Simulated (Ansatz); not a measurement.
Computed with Ansatz.

A structure relaxed at PBE0-D4/def2-TZVP, charge 0, multiplicity 1:

```tsv
atom	x (Å)	y (Å)	z (Å)
Si1	-0.922	0.947	1.387
N2	-0.025	0.319	0.079
C3	0.075	-1.113	-0.258
N4	0.943	-1.073	-1.434
Al5	1.039	0.684	-1.318
H6	-0.759	2.426	1.373
H7	-2.376	0.622	1.294
H8	-0.455	0.425	2.705
H9	-0.914	-1.540	-0.482
H10	0.518	-1.687	0.570
H11	1.187	-1.934	-1.885
H12	1.689	1.925	-2.029
```

Q: Give its formula and SMILES.

A: CH7AlN2Si, `[SiH3][N]1C[NH][AlH]1`.

Q: Point group (tolerance 0.08 Å, 0.16 Å for H)?

A: Cs.

Q: Summarise the bond lengths by kind.

A: 1 × N–Si 1.706 Å; 3 × H–Si 1.487 to 1.493 Å; 2 × C–N 1.462 to 1.474 Å; 2 × Al–N 1.764 to 1.793 Å; 2 × C–H 1.100 Å; 1 × H–N 1.002 Å; 1 × Al–H 1.571 Å.
